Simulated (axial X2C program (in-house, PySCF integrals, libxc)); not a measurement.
MnCN: the levels of the configuration d5 s1 p(π)0

Computed with an axial X2C code built on PySCF integrals: two-component X2C with atomic mean-field Coulomb and Gaunt terms, basis Mn dyall-v3z, C dyall-v3z, N dyall-av3z (cores contracted in-house). Orbitals come from Hartree–Fock averaged over the configuration Mn d5 s1 p(π)0; CI then distributes these electrons over the d, s, p(π) shells of Mn.

Mn–C–N held linear, bonds 2.134 and 1.160 Å (the second held) (near the minimum of the configuration average).

Lowest levels of this model:

```tsv
Ω	energy (cm⁻¹)	g∥	μ (D)	configuration
0	0	0.00	-5.12	100% d5 s1
1	0	4.00	-5.12	100% d5 s1
2	0	8.01	-5.12	100% d5 s1
3	0	12.01	-5.12	100% d5 s1
2	8277	8.01	-5.42	98% d5 s1
1	8277	4.00	-5.42	98% d5 s1
0	8277	0.00	-5.42	98% d5 s1
```

g∥ is the magnitude of 2⟨Lz + ge Sz⟩ for the +Ω component. μ is positive if the N end is positive.

This point took 2.8 s on 1 thread of Arm Neoverse V2 (shared host).

There is no dynamic correlation: spin–orbit spacings and, for f shells, spacings inside one term are the most reliable numbers, splittings between terms come out too wide, and energies between configurations are not reliable, so the lowest level need not be the ground state of the molecule. For d shells the ligand-field splittings (σ, π, δ) and their order can be off by a thousand cm⁻¹ or more. At most 4 roots were kept for each Ω > 0 (twice that for Ω = 0) within 3.2 eV of the lowest, so higher up levels can be missing between those listed; levels with Ω > 0 are doubly degenerate and listed once, Ω = 0 levels singly. States that fill the shells left empty in the average are placed too high. The molecule was held linear; bending was not examined.
